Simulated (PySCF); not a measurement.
SMILES c1cc(C)cc(c1)[Si](F)(F)F (C₇H₇F₃Si), GFN2-xTB optimised geometry.

```
18

C     -2.23    -1.89     0.01
C     -1.45    -0.61     0.00
C     -2.12     0.61     0.00
C     -1.41     1.80     0.00
C     -0.03     1.79     0.00
C      0.66     0.58     0.00
Si     2.53     0.55     0.01
F      3.20     0.61     1.45
F      3.15    -0.76    -0.64
F      3.20     1.76    -0.77
C     -0.07    -0.61     0.00
H     -2.73    -2.02     0.97
H     -2.99    -1.88    -0.77
H     -1.57    -2.74    -0.15
H     -3.20     0.63     0.00
H     -1.94     2.74     0.00
H      0.51     2.72    -0.01
H      0.46    -1.55     0.00
```

Density from PBE0/def2-SVP run with PySCF at that geometry.

Minimum of the electron density along straight lines between bonded atoms, close to the bond critical point (lines longer than 1.1 times the sum of covalent radii, or with two minima, are not listed):

| bond | length / Å | ρ at the minimum / e bohr⁻³ | ∇²ρ there / e bohr⁻⁵ | position (fraction from the first atom) |
|---|---|---|---|---|
| C1–C2 | 1.498 | 0.256 | -0.60 | 0.49 |
| C2–C3 | 1.391 | 0.310 | -0.79 | 0.50 |
| C3–C4 | 1.383 | 0.313 | -0.81 | 0.50 |
| C4–C5 | 1.383 | 0.313 | -0.81 | 0.50 |
| C5–C6 | 1.396 | 0.303 | -0.75 | 0.50 |
| C6–Si7 | 1.862 | 0.124 | 0.33 | 0.62 |
| Si7–F8 | 1.590 | 0.126 | 1.19 | 0.42 |
| Si7–F9 | 1.589 | 0.126 | 1.20 | 0.42 |
| Si7–F10 | 1.588 | 0.126 | 1.20 | 0.42 |
| C2–C11 | 1.386 | 0.312 | -0.80 | 0.50 |
| C6–C11 | 1.396 | 0.303 | -0.75 | 0.50 |
| C1–H12 | 1.090 | 0.274 | -1.00 | 0.63 |
| C1–H13 | 1.089 | 0.275 | -1.01 | 0.63 |
| C1–H14 | 1.087 | 0.278 | -1.02 | 0.63 |
| C3–H15 | 1.081 | 0.284 | -1.08 | 0.63 |
| C4–H16 | 1.080 | 0.284 | -1.09 | 0.63 |
| C5–H17 | 1.080 | 0.285 | -1.10 | 0.63 |
| C11–H18 | 1.081 | 0.285 | -1.09 | 0.63 |
